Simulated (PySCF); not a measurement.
## Relaxation of quartet ReH2

Level of theory: UPBE0 in PySCF with Re def2-TZVP with ECP60, H def2-TZVP; scalar-relativistic core potentials, no spin–orbit coupling; density-fitted integrals. A (50,194) grid was used.

A hand-made side-on start, of C2v symmetry, held to at least that symmetry:

Coordinates in bohr (charge 0 multiplicity 4):
```
Re    0.0000    0.0000   -0.0324
H     0.7937    0.0000    3.0075
H    -0.7937    0.0000    3.0075
```

Optimiser trace:
```tsv
step	E − E(last) (kJ/mol)	largest gradient (Eh/bohr)
0	85.60	0.04814
1	66.95	0.02599
2	49.70	0.01760
3	18.14	0.01220
4	1.47	0.01082
5	0.35	0.00594
6	0.01	0.00066
7	0.00	0.00005
```

It ends at C2v with Re–H 1.622 Å (×2); H–Re–H 76.0°. A frequency run shows a minimum.

Final geometry:
Z-matrix (Å, degrees; charge 0 multiplicity 4):
```
Re
H  1 1.6216
H  1 1.6216 2 76.02
```

With open d or f shells other occupations or spin states may lie lower. At this level a sextet minimum of C2v symmetry lies 46 kJ/mol below this structure. With an element this heavy the missing spin–orbit coupling can shift these numbers.

The relaxation took of the order of 40 core-seconds on a shared host.
